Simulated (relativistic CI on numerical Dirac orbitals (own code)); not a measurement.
**Ti: calculation against measurement**

Method of calculation: Dirac-Coulomb-Breit CI, separate exchange-only KLI orbitals for each configuration, model QED, valence Slater integrals scaled by 0.85, P86 correlation energy added to each configuration (own radial code, finite nucleus).

Configurations in the expansion (outside the closed core [Ar]): 3d²4s², 3d³4s, 3d²4s4p, 3d³4p, 3d⁴, 3d²4s4d, 3d4s²4p, 3d³4d, 3d²4s5s, 3d²4s5p, 3d²4s6s, 3d4s²6s, 3d³5s, 3d²4s4f, 3d²4s6p, 3d²4s5d, 3d4s²4f, 3d4s²6p, 3d4s²5d, 3d²4s7s, 3d4s²7s, 3d²4s7p, 3d²4s5f, 3d²4s6d, 3d²4s5g, 3d4s²7p, 3d4s²5f, 3d4s²6d, 3d4s²5g, 3d²4s7d, 3d³5p, 3d4s²7d, 3d²4p², 3d4p³, 3d²4d², 3d4p4d², 3d4s4p², 3d4p²4d, 4s4p³, 3d4p²5s, 3d4p²5p, 4s²4p², 4s4p²4d, 4s4p²5s, 4s4p²5p. Double excitations out of closed p, d and f shells are left out; levels of such configurations are missing from the list, as are those of other unlisted configurations, and high levels can miss mixing partners. These lack a partner that the ground configuration has and come out too high: 3d4s²6s, 3d4s²4f, 3d4s²6p, 3d4s²5d, 3d4s²7s.

| Configuration | Term (tabulated) | J | Measured (cm⁻¹) | Computed | Error | Purity (%) |
| --- | --- | --- | --- | --- | --- | --- |
| 3d²4s² | a 3F | 2 | 0.0 | 0 | 0 | 92 |
| 3d²4s² | a 3F | 3 | 170.1 | 158 | -13 | 92 |
| 3d²4s² | a 3F | 4 | 386.9 | 360 | -27 | 92 |
| 3d³4s | a 5F | 1 | 6556.8 | 8184 | 1627 | 96 |
| 3d³4s | a 5F | 2 | 6598.8 | 8212 | 1613 | 96 |
| 3d³4s | a 5F | 3 | 6661.0 | 8254 | 1593 | 96 |
| 3d³4s | a 5F | 4 | 6742.8 | 8308 | 1565 | 96 |
| 3d³4s | a 5F | 5 | 6843.0 | 8374 | 1531 | 96 |
| 3d²4s² | a 1D | 2 | 7255.4 | 7947 | 692 | 89 |
| 3d²4s² | a 3P | 0 | 8436.6 | 9201 | 764 | 87 |
| 3d²4s² | a 3P | 1 | 8492.4 | 9250 | 757 | 87 |
| 3d²4s² | a 3P | 2 | 8602.3 | 9344 | 742 | 86 |
| 3d³4s | b 3F | 2 | 11531.8 | 13713 | 2181 | 88 |
| 3d³4s | b 3F | 3 | 11639.8 | 13791 | 2152 | 88 |
| 3d³4s | b 3F | 4 | 11776.8 | 13893 | 2116 | 88 |
| 3d²4s² | a 1G | 4 | 12118.4 | 12575 | 457 | 88 |
| 3d²4s4p | z 5G° | 2 | 15877.1 | 13714 | -2163 | 99 |
| 3d²4s4p | z 5G° | 3 | 15975.6 | 13802 | -2174 | 99 |
| 3d²4s4p | z 5G° | 4 | 16106.1 | 13918 | -2188 | 99 |
| 3d²4s4p | z 5G° | 5 | 16267.5 | 14063 | -2205 | 99 |
| 3d²4s4p | z 5G° | 6 | 16458.7 | 14235 | -2224 | 99 |
| 3d²4s4p | z 5F° | 1 | 16817.2 | 14657 | -2160 | 97 |
| 3d²4s4p | z 5F° | 2 | 16875.1 | 14709 | -2166 | 97 |
| 3d²4s4p | z 5F° | 3 | 16961.4 | 14787 | -2175 | 97 |
| 3d²4s4p | z 5F° | 4 | 17075.3 | 14890 | -2185 | 97 |
| 3d²4s4p | z 5F° | 5 | 17215.4 | 15018 | -2198 | 97 |
| 3d²4s4p | z 5D° | 0 | 18462.7 | 16223 | -2240 | 97 |
| 3d²4s4p | z 5D° | 1 | 18482.8 | 16243 | -2240 | 97 |
| 3d²4s4p | z 5D° | 2 | 18525.1 | 16285 | -2240 | 97 |
| 3d²4s4p | z 5D° | 3 | 18593.9 | 16351 | -2243 | 97 |
| 3d²4s4p | z 5D° | 4 | 18695.1 | 16443 | -2252 | 97 |
| 3d²4s4p | z 3F° | 2 | 19323.0 | 17824 | -1499 | 94 |
| 3d²4s4p | z 3F° | 3 | 19421.6 | 17915 | -1507 | 93 |
| 3d²4s4p | z 1D° | 2 | 22081.2 | 20729 | -1352 | 89 |
| 3d²4s4p | z 1F° | 3 | 22404.7 | 21318 | -1087 | 95 |
| 3d²4s4p | z 1G° | 4 | 24694.9 | 24154 | -541 | 94 |
| 3d²4s4p | z 3P° | 1 | 25537.3 | 23999 | -1538 | 82 |
| 3d²4s4p | z 3P° | 0 | 25574.9 | 24014 | -1561 | 76 |
| 3d²4s4p | y 5D° | 0 | 25612.4 | 24305 | -1307 | 93 |
| 3d²4s4p | y 5D° | 1 | 25635.7 | 24335 | -1301 | 93 |
| 3d²4s4p | y 5D° | 2 | 25700.0 | 24392 | -1308 | 93 |
| 3d²4s4p | y 5D° | 3 | 25797.6 | 24472 | -1325 | 90 |
| 3d²4s4p | y 5D° | 4 | 25926.8 | 24572 | -1355 | 86 |
| 3d³4p | y 5G° | 2 | 26494.3 | 27658 | 1164 | 99 |
| 3d³4p | y 5G° | 3 | 26564.4 | 27718 | 1153 | 99 |
| 3d³4p | y 5G° | 4 | 26657.4 | 27796 | 1139 | 99 |
| 3d³4p | y 5G° | 5 | 26773.0 | 27893 | 1120 | 99 |
| 3d³4p | y 5G° | 6 | 26910.7 | 28009 | 1098 | 99 |
| 3d²4s4p | x 3F° | 4 | 27025.7 | 24950 | -2075 | 73 |
| 3d²4s4p | x 3D° | 1 | 27355.1 | 26286 | -1069 | 90 |
| 3d²4s4p | x 3D° | 2 | 27418.0 | 26357 | -1061 | 80 |
| 3d²4s4p | x 3D° | 3 | 27480.1 | 26484 | -996 | 69 |
| 3d³4p | x 5D° | 0 | 29829.1 | 30943 | 1114 | 92 |
| 3d³4p | x 5D° | 1 | 29855.3 | 30974 | 1119 | 83 |
| 3d³4p | x 5D° | 2 | 29907.3 | 31033 | 1126 | 69 |
| 3d³4p | x 5D° | 4 | 30060.3 | 31169 | 1108 | 92 |

Measured levels from NIST Handbook of Basic Atomic Spectroscopic Data (Sansonetti and Martin, J. Phys. Chem. Ref. Data 34, 1559 (2005)); pairs were made by configuration, J and term (by order where the table uses no LS term), so strongly mixed levels may be paired wrongly.

Mean error by configuration (cm⁻¹): 3d²4s² 482; 3d³4s 1797; 3d²4s4p -1740; 3d³4p 1127. Over the excited levels the mean absolute error is 1489 cm⁻¹ (55 of the 77 excited levels that our extract of the source holds in range could be paired, and the others can miss by more), and the median relative error of those above 1,000 cm⁻¹ is 8.6 %.
